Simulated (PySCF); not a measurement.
ClH3SiZn. Atoms are numbered in the order given.

```xyz
6

Zn     0.0000     0.0000    -0.0864
Cl     0.0000     0.0000    -2.2072
Si     0.0000     0.0000     2.2653
H      1.2104     0.6988     2.8004
H      0.0000    -1.3976     2.8004
H     -1.2104     0.6988     2.8004
```
Charge 0, spin multiplicity 1.

The structure is a stationary point at PBE0-D3(BJ)/def2-SVP.

All values below come from HF/pcSseg-1 (PySCF).

GIAO shieldings, no solvent; atoms alike by connectivity are averaged. δ = σ(ref) − σ: ³⁵Cl against HCl (σ = 958.2 ppm); ²⁹Si against TMS (σ = 393.8 ppm); ¹H against TMS (σ = 31.99 ppm), references at their B3LYP-D3(BJ)/def2-TZVP geometries, non-relativistic (without spin–orbit terms, shifts of atoms bonded to Cl or Br come out too high).

Computed chemical shifts:
```tsv
nucleus	atoms	count	δ (ppm)
³⁵Cl	Cl2	1	-89.3
²⁹Si	Si3	1	-122.7
¹H	H4, H5, H6	3	3.32
```
